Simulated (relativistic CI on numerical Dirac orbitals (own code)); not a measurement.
## Line list: Electric-dipole lines, Pb²⁺

Computed by Dirac-Coulomb-Breit CI, separate exchange-only KLI orbitals for each configuration, QED by a radiative potential, valence Slater integrals scaled by 0.85, P86 correlation energy added to each configuration (own radial code, finite nucleus).

CI space (outside the closed core [Xe] 4f14): 5d10 6s2, 5d10 6s 6p, 5d10 6s 6d, 5d10 6s 7s, 5d10 6s 7p, 5d9 6s2 6p, 5d10 6p 6d, 5d9 6s2 5f, 5d10 6s 5f, 5d10 6s 8s, 5d10 6s 7d, 5d10 6s 8p, 5d10 6s 6f, 5d10 6s 5g, 5d10 6s 9s, 5d10 6s 8d, 5d10 6s 9p, 5d10 6s 9d, 5d10 6p 7s, 5d9 6s2 7p, 5d9 6s2 7s, 5d10 5f 6d, 5d9 6s2 6d, 5d9 6s2 8s, 5d9 6s2 7d, 5d9 6s2 8p, 5d10 6p2, 5d9 6p3, 5d9 5f 6p2, 5d10 6d2, 5d9 6p 6d2, 5d9 5f 6d2, 5d10 5f2, 5d9 5f2 6p, 5d9 5f3, 5d10 5f 6p. Double excitations out of closed p, d and f shells are left out; levels of such configurations are missing from the list, as are those of other unlisted configurations, and high levels can miss mixing partners. These lack a partner that the ground configuration has and come out too high: 5d9 6s2 7p, 5d9 6s2 7s, 5d9 6s2 6d, 5d9 6s2 8s, 5d9 6s2 7d.

| λ vac (nm) | Lower | Upper | A (s⁻¹) | gf | Branching (%) |
| --- | --- | --- | --- | --- | --- |
| 53.932 | 5d10 6s2 1S_0 [1] | 5d9 6s2 6p 1P°_1 [32] | 1.25e+10 | 1.64e+00 | 99.5 |
| 72.830 | 5d10 6s 6p 3P°_1 [3] | 5d10 6s 7d 3D_2 [37] | 9.97e+08 | 3.96e-01 | 59.6 |
| 92.822 | 5d10 6s 6p 1P°_1 [5] | 5d10 6s 7d 1D_2 [41] | 2.02e+09 | 1.30e+00 | 80.8 |
| 97.425 | 5d10 6s 6p 3P°_1 [3] | 5d10 6p2 3P_2 [16] | 1.45e+09 | 1.03e+00 | 30.2 |
| 106.09 | 5d10 6s 7s 3S_1 [7] | 5d10 6p 7s 3P°_2 [75] | 3.38e+09 | 2.85e+00 | 67.2 |
| 106.11 | 5d10 6s 6p 3P°_1 [3] | 5d10 6s 6d 3D_2 [12] | 3.10e+09 | 2.62e+00 | 84.2 |
| 106.36 | 5d10 6s 6p 1P°_1 [5] | 5d10 6p2 1S_0 [31] | 5.01e+09 | 8.50e-01 | 96.9 |
| 115.89 | 5d10 6s 6p 3P°_1 [3] | 5d10 6s 7s 3S_1 [7] | 1.04e+09 | 6.30e-01 | 39.6 |
| 142.24 | 5d10 6s 6p 1P°_1 [5] | 5d10 6p2 3P_2 [16] | 1.01e+09 | 1.54e+00 | 21.1 |
| 171.75 | 5d10 6s 6p 1P°_1 [5] | 5d10 6s 7s 1S_0 [9] | 1.43e+09 | 6.33e-01 | 98.1 |
| 325.44 | 5d10 6s 7p 3P°_0 [17] | 5d10 6s 7d 3D_1 [36] | 2.24e+08 | 1.07e+00 | 12.6 |
| 328.86 | 5d10 6s 7p 3P°_1 [18] | 5d10 6s 7d 3D_2 [37] | 2.72e+08 | 2.20e+00 | 16.3 |
| 376.86 | 5d10 6s 7p 3P°_2 [19] | 5d10 6s 7d 3D_3 [39] | 3.38e+08 | 5.04e+00 | 24.6 |
| 443.51 | 5d10 6s 7p 3P°_2 [19] | 5d10 6s 8s 3S_1 [34] | 1.94e+08 | 1.72e+00 | 12.2 |
| 485.14 | 5d10 6s 7s 3S_1 [7] | 5d10 6s 7p 3P°_1 [18] | 1.13e+08 | 1.20e+00 | 45.4 |
| 698.12 | 5d10 6s 8p 3P°_1 [44] | 5d10 6s 8d 3D_2 [58] | 6.99e+07 | 2.55e+00 | 8.0 |
| 773.13 | 5d10 6s 7d 3D_1 [36] | 5d10 6s 6f 3F°_2 [47] | 9.10e+07 | 4.08e+00 | 79.0 |
| 778.12 | 5d10 6s 8p 1P°_1 [46] | 5d10 6s 8d 1D_2 [60] | 8.10e+07 | 3.68e+00 | 7.3 |
| 779.52 | 5d10 6s 7d 3D_2 [37] | 5d10 6s 6f 3F°_3 [48] | 7.47e+07 | 4.76e+00 | 52.0 |
| 795.43 | 5d10 6s 7d 3D_3 [39] | 5d10 6s 6f 3F°_4 [49] | 1.06e+08 | 9.03e+00 | 97.6 |

Terms are leading LS components. Brackets give the number of a level in order of energy, since labels repeat. The list gives strong lines, with weight on those to low levels, without lines whose two gauges differ by over a factor of 2.5, among the lowest 86 of 2682 levels, so that lines to higher ones, which can be the strongest, are missing, and without lines across small gaps between configurations, and without 134 lines that miss the measured interval by over 3.5 %, start from a term whose rates miss tabulated ones by over 60 %, have gauges far apart or, lacking measured levels, span too small a gap for the errors found; lines with a level outside our table were not tested and can miss by more. Levels whose partners in the same complex of configurations lie outside the list can be far off, and so can their lines. Rates are taken at the computed energies, electric ones in the length gauge.

Correlation outside the listed configurations is missing or only estimated: errors of thousands of cm⁻¹ between configurations and terms are usual at this charge. Rates and lifetimes follow the computed energies and can be off by large factors. The fine structure of a lone outer electron comes out too small, for d and f at times inverted, and misplaced configurations move strength between like terms. 52 of the 66 excited levels that our extract of the measured tables holds in this range could be paired (the sources list more); they are missed by 5107 cm⁻¹ on average and 20108 at most, and levels without a partner can miss by more.

LS names give the leading component of a level, which can be under half, so a name can repeat, a term be missing and a line seem to break the LS rules.
